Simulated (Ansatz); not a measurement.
Relaxation of CH₃BBr (6 atoms, charge 0, multiplicity 2), to a largest force component of 0.02 eV/Å in at most 50 steps.

Theory: Ansatz, UKS BHLYP/def2-SVP.

```xyz
6
Properties=species:S:1:pos:R:3
C -0.438 -0.121 -0.679
B 0.520 0.001 0.458
Br -0.061 0.866 2.044
H -1.450 0.255 -0.647
H 0.522 -0.462 -0.617
H 1.618 -0.404 0.437
```

**Question.** Where does it end, and by what steps?

**Answer.** The forces met the threshold. After 10 steps the energy has fallen by 4.540 eV; H5 moved furthest, 0.94 Å. Parted: B2–H5.

```csv
step,energy less start (eV),largest force component (eV/Å),accepted
0,0.0000,7.227,yes
1,-1.3477,4.581,yes
2,-2.5039,3.218,yes
3,-3.4213,3.436,yes
4,-3.9279,2.272,yes
5,-4.3375,1.280,yes
6,-4.5255,0.305,yes
7,-4.5114,0.816,no
8,-4.5379,0.115,yes
9,-4.5394,0.062,yes
10,-4.5399,0.004,yes
```

```xyz
6
Properties=species:S:1:pos:R:3
C -0.280 -0.178 -0.547
B 0.597 0.095 0.661
Br -0.121 1.035 2.171
H -1.319 0.135 -0.607
H 0.096 -0.706 -1.420
H 1.738 -0.245 0.739
```

Time of the run: 21 s on 2 threads of Intel(R) Xeon(R) 6975P-C (Granite Rapids), with other jobs on the host, peak memory 0.25 GiB.
